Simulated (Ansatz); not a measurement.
[GeH3]- (GeH3⁻), 4 atoms. Hardware: 4 threads of Arm Neoverse V1 on a shared host.

Correlated methods freeze 9 core orbitals; core or outer-core shells of Ge are correlated, in sets that lack core-valence functions.

How many basis functions does each of these Ansatz runs have, and roughly what does it cost? PBE0-D4/def2-SVPD, charge -1 singlet, energy, from earlier orbitals; r2SCAN-D4/def2-TZVPD, charge -1 triplet at the geometry of the charge -1 singlet, energy, from earlier orbitals; CCSD(T)/def2-TZVPPD, charge -1 singlet, energy, from earlier orbitals; CCSD(T)/def2-TZVPPD, charge 0 doublet at the geometry of the charge -1 singlet, energy, from earlier orbitals; BLYP-D4/def2-TZVPD, charge -1 singlet, energy, from earlier orbitals; MP2/def2-TZVPD, charge -1 singlet, energy, from earlier orbitals; PBE0-D4/def2-TZVPD, charge 0 doublet at the geometry of the charge -1 singlet, energy; ωB97X-V/def2-TZVPD, charge -1 singlet, energy, from earlier orbitals; PBE0-D4/def2-TZVPD, charge -1 triplet at the geometry of the charge -1 singlet, energy; r2SCAN-D4/def2-TZVPD, charge -1 singlet, relaxation, 4 steps; PBE-D4/def2-TZVPD, charge -1 triplet at the geometry of the charge -1 singlet, energy, from earlier orbitals; r2SCAN-D4/def2-TZVPD, charge 0 doublet at the geometry of the charge -1 singlet, energy, from earlier orbitals.

Other jobs shared the machine, so times can vary by a factor of up to 3. A dash marks memory too small to be measured apart from the calling script's.

| run | functions | fitting or Cholesky vectors | wall time | peak host memory (GiB) |
| --- | --- | --- | --- | --- |
| MP2/def2-TZVPD, charge -1 singlet, energy, from earlier orbitals | 81 | 578 | 0.25 s | – |
| PBE0-D4/def2-SVPD, charge -1 singlet, energy, from earlier orbitals | 62 | 636 | 0.3 s | – |
| BLYP-D4/def2-TZVPD, charge -1 singlet, energy, from earlier orbitals | 81 | 526 | 0.4 s | – |
| PBE0-D4/def2-TZVPD, charge 0 doublet at the geometry of the charge -1 singlet, energy | 81 | 579 | 0.6 s | – |
| PBE-D4/def2-TZVPD, charge -1 triplet at the geometry of the charge -1 singlet, energy, from earlier orbitals | 81 | 526 | 0.7 s | – |
| PBE0-D4/def2-TZVPD, charge -1 triplet at the geometry of the charge -1 singlet, energy | 81 | 579 | 1 s | – |
| ωB97X-V/def2-TZVPD, charge -1 singlet, energy, from earlier orbitals | 81 | 567 | 1.1 s | – |
| r2SCAN-D4/def2-TZVPD, charge 0 doublet at the geometry of the charge -1 singlet, energy, from earlier orbitals | 81 | 526 | 1.2 s | – |
| CCSD(T)/def2-TZVPPD, charge -1 singlet, energy, from earlier orbitals | 105 | 605 | 1.8 s | – |
| r2SCAN-D4/def2-TZVPD, charge -1 triplet at the geometry of the charge -1 singlet, energy, from earlier orbitals | 81 | 526 | 2.8 s | – |
| r2SCAN-D4/def2-TZVPD, charge -1 singlet, relaxation, 4 steps | 81 | 526 | 3.6 s | – |
| CCSD(T)/def2-TZVPPD, charge 0 doublet at the geometry of the charge -1 singlet, energy, from earlier orbitals | 105 | 605 | 6 s | 0.69 |
